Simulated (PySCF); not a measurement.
W(O)2(Me)2 (C₂H₆O₂W), SMILES [W](=[O])(=[O])([CH3])[CH3], multiplicity 1. Coordinates come from a B3LYP-D3(BJ)/def2-SVP optimisation. The multiplicity is an assumed one; no other spin state was optimised. The structure was generated by enumeration; whether it is a known compound was not checked. The def2 effective core potentials stand for the cores of W; spin–orbit coupling is left out.

Task: Give the equilibrium geometry at B3LYP-D3(BJ)/def2-SVP (PySCF confirms it by a frequency run) as bond lengths and angles, and its point group. (Estimate from the structure and the level; the computed values follow.)

Result: point group C2v.
Atoms: W1 O2 O3 C4 H5 H6 H7 C8 H9 H10 H11. Bond lengths (Å): W1–O2 1.714, W1–O3 1.714, W1–C4 2.120, W1–C8 2.120, C4–H5 1.105, C4–H6 1.105, C4–H7 1.102, C8–H9 1.102, C8–H10 1.105, C8–H11 1.105. Bond angles (°): O2–W1–O3 110.4, O2–W1–C4 108.5, O2–W1–C8 108.5, O3–W1–C4 108.5, O3–W1–C8 108.5, C4–W1–C8 112.3, W1–C4–H5 109.4, W1–C4–H6 109.4, W1–C4–H7 112.3, H5–C4–H6 109.4, H5–C4–H7 108.1, H6–C4–H7 108.1, W1–C8–H9 112.3, W1–C8–H10 109.4, W1–C8–H11 109.4, H9–C8–H10 108.1, H9–C8–H11 108.1, H10–C8–H11 109.4.
Charge 0, spin multiplicity 1.
